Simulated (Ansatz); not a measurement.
Gas-phase electronic energies from Ansatz, PBE0-D4/def2-TZVP geometries. CCSD(T)/CBS is the MP2 limit (def2-TZVPP, def2-QZVPP) plus CCSD(T) − MP2 in def2-TZVPP, frozen cores. This one scheme is used for every species. Functionals use def2-TZVPP. B3LYP here is the variant with VWN-RPA as its local correlation; programs differ in this. HSE06 is defined as in plane-wave codes. Triplets are unrestricted, without spin–orbit coupling. Each species was taken in one conformer, which may not be the lowest.

Reaction (formal loss of a carbene): `BC[SiH2]CF` → `B[SiH2]CF` + `[CH2]` (triplet)

| level | ΔE (eV) | difference from CCSD(T)/CBS |
| --- | --- | --- |
| PBE-D4 | 5.46 | 0.04 |
| revPBE-D4 | 5.31 | -0.11 |
| PBE0-D4 | 5.38 | -0.04 |
| B3LYP-D4 | 5.34 | -0.08 |
| r2SCANh-D4 | 5.21 | -0.21 |
| r2SCAN0-D4 | 5.18 | -0.24 |
| HSE06-D4 | 5.39 | -0.03 |
| B2PLYP | 5.33 | -0.09 |
| B3LYP | 5.22 | -0.20 |
| r2SCANh | 5.18 | -0.24 |
| CAM-B3LYP | 5.33 | -0.09 |
| HF/def2-SVP | 3.87 | -1.55 |
| MP2/def2-SVP | 5.35 | -0.07 |
| CCSD(T)/def2-TZVPP | 5.29 | -0.13 |
| MP2/def2-QZVPP | 5.59 | 0.17 |
| HF/CBS(def2) | 3.83 | -1.59 |
| CCSD(T)/CBS | 5.42 | 0 |

Largest T1 diagnostic among the species: 0.012.

From PBE to PBE0 (25 % exact exchange), in def2-TZVPP and without D4, ΔE moves by −0.07 eV. The D4 term adds +0.12 eV with B3LYP and +0.06 eV with PBE0; it sums over pairs of atoms, weighted by their polarisabilities, and B3LYP, whose exchange is more repulsive, gets the larger term. At CCSD(T), def2-SVP lies −0.26 eV from the extrapolated value and def2-TZVPP −0.13 eV.
